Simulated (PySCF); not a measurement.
# Electric field gradients and quadrupole coupling constants

C2H3F3O2P (charge -1).
Structure used (GFN2-xTB), in Å, numbered top down from 1:
```xyz
11
C2H3F3O2P angstrom
C      1.4006    0.2048    0.3847
P      0.1420   -0.6986   -0.6352
O      0.2452   -0.3505   -2.0711
O     -0.0179   -2.1037   -0.1951
C     -1.3606    0.2643    0.0537
F     -1.5430    0.1486    1.3891
F     -1.3274    1.5987   -0.1662
F     -2.5058   -0.1646   -0.5055
H      1.3917    1.2643    0.1441
H      1.2076    0.0530    1.4429
H      2.3730   -0.2138    0.1326
```

Field gradients from the PBE0/pcSseg-1 density (PySCF, non-relativistic), principal values in atomic units, ordered |Vxx| ≤ |Vyy| ≤ |Vzz|:

```json
{"atom": "O3", "Vxx": "-0.2622", "Vyy": "-0.4927", "Vzz": "0.7549"}
{"atom": "O4", "Vxx": "-0.2628", "Vyy": "-0.4924", "Vzz": "0.7552"}
```

Problem. Find the asymmetry η = (Vxx − Vyy)/Vzz and the couplings χ = eQV/h (234.96 MHz × Q in barn × V in au), with Q(17O) = −0.0256 b.

Solution. 
```csv
atom,environment,nucleus,η,χzz (MHz),χxx (MHz),χyy (MHz)
O3,oxygen bonded to P,17O,0.31,-4.541,1.577,2.964
O4,oxygen bonded to P,17O,0.30,-4.543,1.581,2.962
```

Problem. What is Vzz at O3 in SI units (1 au = 9.71736 × 10²¹ V/m²)?

Solution. 0.7549 au = 7.336 × 10²¹ V/m².

Problem. And the gradient at the other heavy atoms, for which no coupling is worked out here?

Solution. 
| atom | environment | Vzz (au) | η |
| --- | --- | --- | --- |
| C1 | sp3 carbon bound to phosphorus | -0.046 | 0.41 |
| P2 | phosphoryl phosphorus | -0.753 | 0.91 |
| C5 | CF3 carbon | -0.623 | 0.03 |
| F6 | fluorine of a CF3 group | 2.768 | 0.05 |
| F7 | fluorine of a CF3 group | 2.769 | 0.05 |
| F8 | fluorine of a CF3 group | 2.799 | 0.05 |

Problem. What couplings would deuterons (Q(2H) = 0.00286 b) have in place of the hydrogens, at this geometry?

Solution. 
```json
{"atom": "H9", "bonded to": "C1", "bond length (Å)": "1.086", "Vzz (au)": "0.3238", "η": "0.02", "χzz (kHz)": "218"}
{"atom": "H10", "bonded to": "C1", "bond length (Å)": "1.086", "Vzz (au)": "0.3239", "η": "0.02", "χzz (kHz)": "218"}
{"atom": "H11", "bonded to": "C1", "bond length (Å)": "1.088", "Vzz (au)": "0.3237", "η": "0.01", "χzz (kHz)": "218"}
```

Geometry: GFN2-xTB; no solvent, vibrations or thermal averaging. The pcSseg-1 basis has no diffuse functions, a weakness for an anion. GFN2-xTB bond lengths can be off by several hundredths of an ångström, more for odd bonds, and the gradients follow them. With so small a basis the couplings can be 20 % off.
